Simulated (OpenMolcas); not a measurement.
**Ho⁴⁺: the spin-orbit constant, worked from levels**

```
Program             : OpenMolcas 26.06
Basis               : ANO-RCC-VTZP [8s7p5d3f2g1h]
Scalar Hamiltonian  : DKH2, point nucleus
Active space        : 9 electrons in 7 orbitals (4f)
State averaging     : 2S+1 = 6 odd, 21 roots; 2S+1 = 4 odd, 224 roots (208 in the spin-orbit step); 2S+1 = 2 odd, 490 roots (385 in the spin-orbit step)
Spin-orbit coupling : RASSI with atomic mean-field integrals over the reference wave functions, term energies averaged over their components
```

Methods: CASSCF; SS-CASPT2, IPEA 0.25 Eh, imaginary shift 0.1 Eh (closed shells correlated: 5s 5p).

**The spin-orbit constant.** For the Hund term 6H* of f9, E(J) = (A/2) J(J+1) + constant and ζ = -2S·A = -5A. From J = 5/2 to J = 15/2 the energy changes by 27.5 A.

```csv
Source,E(15/2) - E(5/2),A,ζ
CASSCF,-12489.3,-454.2,2271
SS-CASPT2,-12384.4,-450.3,2252
```

All in cm-1. Both methods take the spin-orbit matrix elements from the reference wave functions, so the second can move ζ only through the term energies and any multistate remixing. Second-order mixing with other terms is absorbed into this ζ.

CASPT2 breaks the degeneracy within a term, and the mean is taken; among the terms shown or strongly mixed into the levels shown the widest spread is 76 cm-1 (4f9 6H*, SS-CASPT2). High states are left out of the spin-orbit mixing, which shifts the levels that they would mix with. Without dynamic correlation excited terms often stand tens of per cent too high (terms of higher spin than the ground term too low), and those without a measured partner can miss by more than the paired ones (holds for CASSCF). Only configurations of the active space appear.

* marks odd parity.
